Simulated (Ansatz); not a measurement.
Species: BBr₂ (charge -1, singlet). 
Geometry from a B3LYP-D3(BJ)/def2-TZVP (Ansatz, a first-principles code) optimisation:
```
B
Br 1 2.1407
Br 1 2.1407 2 103.42
```
Charge -1, spin multiplicity 1.

Parts of the frozen-core correlation energy in STO-3G (Ansatz, hartree). Frozen orbitals: 29; correlated occupied orbitals by spin: 9 and 9; virtual: 3 and 3. Spin-orbit coupling is left out. No relativistic terms. The restricted reference is unstable.

| term | value |
|---|---|
| reference (HF) | -5113.55475 |
| MP2 opposite-spin | -0.03345 |
| MP2 same-spin | -0.00413 |
| CCSD correlation | -0.05784 |
| (T) | -0.00171 |
| FCI minus CCSD(T) | -0.00038 |
| T1 diagnostic | 0.010 |
| largest doubles amplitude | 0.154 |
